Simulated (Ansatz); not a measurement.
`C=C[O][InH][F]`, charge 0, multiplicity 1.

**Question.** Give a relaxed structure at PBE0-D4/def2-TZVP (Ansatz 0.2.0). (Best estimate.)

**Answer.** The calculation gave: 
```xyz
9

C     1.307    0.254    0.704
C     0.829   -0.891    0.230
O    -0.341   -1.109   -0.398
In   -1.747    0.222   -0.826
F    -1.299    2.021   -0.230
H     0.764    1.191    0.627
H     2.274    0.260    1.188
H     1.401   -1.814    0.325
H    -3.189   -0.134   -1.620
```
Point group Cs.
This is one stationary point; other conformers may exist.
